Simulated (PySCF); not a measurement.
BI: one state, many levels of theory

State: ¹Σ⁺ (singlet), closed shell. Set-up: basis B aug-cc-pVDZ, I aug-cc-pVDZ-PP with ECP28; scalar-relativistic core potentials; PySCF 2.14. De refers to B + I in their high-spin ground configurations, without counterpoise correction. A positive dipole means B(−)I(+).

```csv
Level,Re (Å),ωe (cm⁻¹),De (eV),μ (D)
RHF,2.168,562,2.20,0.81
RHF-MP2,2.145,582,3.54,n/a
RHF-SCS-MP2,2.153,573,3.39,n/a
RHF-CCSD,2.163,568,3.30,n/a
RHF-CCSD(T),2.164,566,3.47,n/a
LDA,2.134,580,4.57,1.53
PBE,2.160,562,3.99,1.39
r²SCAN,2.156,568,3.78,1.34
r²SCANh,2.152,574,3.69,1.30
PBE0,2.145,580,3.74,1.31
BHandHLYP,2.146,576,3.28,1.16
```

The bond length runs from 2.134 Å (LDA) to 2.168 Å (RHF). De spans 2.20 eV (RHF, mean field) to 4.57 eV (LDA, local density). Correlation at CCSD(T) changes the Hartree–Fock bond energy by +1.27 eV; the triples alone change it by +0.17 eV.

Correlated steps freeze 5 core orbitals. Correlated levels converge slowly with the basis: in double zeta they bind strong bonds too weakly, by up to about 1 eV, and carry superposition errors of some tenths. These are scalar-relativistic numbers at best; spin–orbit coupling would shift them, the dissociation energy most. Where the molecule has an RHF reference, its open-shell atoms are computed with UHF.

The whole job (state search and all levels along the bond) took about 1.8 min on 1 thread of Arm Neoverse V1 (shared host), peak memory 0.68 GiB.
